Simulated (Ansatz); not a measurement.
`F[SiH](F)N[SiH2]Cl` and `C=C[SiH](F)N[SiH2]Cl` differ in one atom or group.

Ansatz, PBE0-D4/def2-TZVP geometries, multiplicity 1. Each molecule was computed in one conformer, which needn't be the lowest.

```csv
property,`F[SiH](F)N[SiH2]Cl`
LUMO energy (PBE0/def2-TZVPP) / eV,0.22
HOMO energy (B3LYP/def2-TZVPP) / eV,-8.47
HOMO energy (ωB97M-V/def2-TZVPP) / eV,-11.05
size of the dipole moment (ωB97M-V/def2-TZVPP) / D,2.73
HOMO–LUMO gap (B3LYP/def2-TZVPP) / eV,8.44
HOMO energy (PBE/def2-TZVPP) / eV,-7.32
```

Question: Give the same properties after the change, and the shifts. (Estimate.)

Answer: The calculation gave: 
```json
{"property": "LUMO energy (PBE0/def2-TZVPP) / eV", "`C=C[SiH](F)N[SiH2]Cl`": "-0.96", "shift": "-1.18"}
{"property": "HOMO energy (B3LYP/def2-TZVPP) / eV", "`C=C[SiH](F)N[SiH2]Cl`": "-8.02", "shift": "0.45"}
{"property": "HOMO energy (ωB97M-V/def2-TZVPP) / eV", "`C=C[SiH](F)N[SiH2]Cl`": "-10.52", "shift": "0.53"}
{"property": "size of the dipole moment (ωB97M-V/def2-TZVPP) / D", "`C=C[SiH](F)N[SiH2]Cl`": "0.38", "shift": "-2.35"}
{"property": "HOMO–LUMO gap (B3LYP/def2-TZVPP) / eV", "`C=C[SiH](F)N[SiH2]Cl`": "6.86", "shift": "-1.58"}
{"property": "HOMO energy (PBE/def2-TZVPP) / eV", "`C=C[SiH](F)N[SiH2]Cl`": "-7.00", "shift": "0.32"}
```

With PBE0 the HOMO rises by 0.47 eV and the LUMO falls by 1.18 eV, so the gap narrows by about 1.65 eV. PBE moves the HOMO by 0.32 eV and ωB97M-V by 0.53 eV. Dipoles are sizes alone; their direction can turn.

Positive LUMOs are unbound, so they and the gaps depend on the basis.

B3LYP here is the variant with VWN-RPA as its local correlation; programs differ in this.
